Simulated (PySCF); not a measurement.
CH8GeOSi, SMILES O[CH2][GeH2][SiH3].

Geometry: PBE0-D3(BJ)/def2-SVP. The structure was generated by enumeration, and PubChem lists no compound with its InChIKey, so it may never have been made. One conformer was computed; it need not be the lowest.

Two levels are set side by side: PBE/def2-TZVP (PySCF) and PBE0/def2-TZVP (PySCF). Same geometry, gas phase. Differences are taken from unrounded values.

```csv
quantity,PBE0,PBE,PBE minus PBE0
orbital gap (eV),7.41,5.26,-2.15
highest occupied level (eV),-7.28,-5.92,1.36
lowest empty level (eV),0.13,-0.66,-0.79
dipole moment (D),1.16,1.08,-0.09
mean polarisability (bohr³),80.5,83.8,3.3
```

Without exact exchange PBE keeps part of each electron's self-repulsion, which lifts occupied levels and narrows the gap. PBE's more diffuse valence density responds more strongly to a field. Differences between two approximate levels are no errors against the true value.

Rough cost on one machine, each run with all the roots and properties that it gave: PBE0 against PBE within a factor of 2.
